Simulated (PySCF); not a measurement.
PySCF 2.14 output of an unrestricted B3LYP calculation on a single atom or ion in x2c-SVPall (6s5p5d1f, 53 functions), with scalar relativity by spin-free X2C-1e:

```
SCF conv_tol = 1e-09
number electrons alpha = 22  beta = 18
    P. J. Stephens, F. J. Devlin, C. F. Chabalowski, and M. J. Frisch.,  J. Phys. Chem. 98, 11623 (1994)
cycle= 1 E= -4047.15926411441  delta_E= -0.00578  |g|= 0.0359  |ddm|= 0.107
cycle= 2 E= -4047.15935894532  delta_E= -9.48e-05  |g|= 0.0128  |ddm|= 0.018
cycle= 3 E= -4047.15937754167  delta_E= -1.86e-05  |g|= 0.00184  |ddm|= 0.0082
cycle= 4 E= -4047.15937855125  delta_E= -1.01e-06  |g|= 0.000128  |ddm|= 0.00183
cycle= 5 E= -4047.15937855988  delta_E= -8.63e-09  |g|= 8.96e-06  |ddm|= 0.000248
cycle= 6 E= -4047.15937856014  delta_E= -2.65e-10  |g|= 2.4e-06  |ddm|= 5.56e-05
converged SCF energy = -4047.15937856014  <S^2> = 6.0003948  2S+1 = 5.0001579
```

The run itself started from symmetry-adapted Hartree-Fock orbitals and held the occupation by maximum overlap, on a logarithmic radial grid, so the iterations belong to that start.

Question: Which element, charge and spin multiplicity is this?

Answer: Mo²⁺ (molybdenum, charge +2), multiplicity 5; the state was [Kr] 4d4, high-spin 5D determinant.
